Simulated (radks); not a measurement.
Problem. The strontium ion Sr6+ is in [Ar] 3d10 4s2 4p2. All-electron calculation, non-relativistic Kohn-Sham, PBE, spin-polarised, spherical densities, point nucleus. Program: a radial shooting solver on a logarithmic mesh with Libxc functionals. Open shells are filled with parallel spins first. One electron is removed from 4s, 3p, 4p, 3d in turn, with full relaxation. Which removal costs least, and what does each cost?

Solution. 4p 104.36 eV; 4s 120.33 eV; 3d 233.96 eV; 3p 356.42 eV. The 4p electron leaves first.
